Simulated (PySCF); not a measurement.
# Radial density of Si (silicon, neutral)

TPSSh, [Ne] 3s1 3p2 3d1, one real determinant (an excited configuration). Calculation: PySCF 2.14, in aug-cc-pwCVTZ (8s7p5d3f, 75 functions); the non-relativistic Hamiltonian (point nucleus).

| r (bohr) | 4πr²ρ (e/bohr) | 4πr²(ρα − ρβ) |
| --- | --- | --- |
| 0.00151 | 0.04832 | 0.0001 |
| 0.00254 | 0.1327 | 0.0004 |
| 0.00427 | 0.3578 | 0.0010 |
| 0.00718 | 0.9327 | 0.0026 |
| 0.0121 | 2.303 | 0.0065 |
| 0.0203 | 5.177 | 0.0145 |
| 0.0342 | 9.971 | 0.0273 |
| 0.0575 | 14.88 | 0.0391 |
| 0.0967 | 14.95 | 0.0419 |
| 0.163 | 10.30 | 0.0830 |
| 0.274 | 11.59 | 0.2424 |
| 0.460 | 13.90 | 0.2107 |
| 0.774 | 6.013 | 0.0129 |
| 1.30 | 1.514 | 0.9472 |
| 2.19 | 1.516 | 1.5101 |
| 3.68 | 0.5436 | 0.5436 |
| 6.19 | 0.1519 | 0.1519 |
| 10.4 | 0.001325 | 0.0013 |

⟨L²⟩ = 7.90 against 12 for a pure F term, so this real determinant mixes terms. The outer electron is Rydberg-like, and this basis confines it to a smaller radius and binds it less than a complete one would.
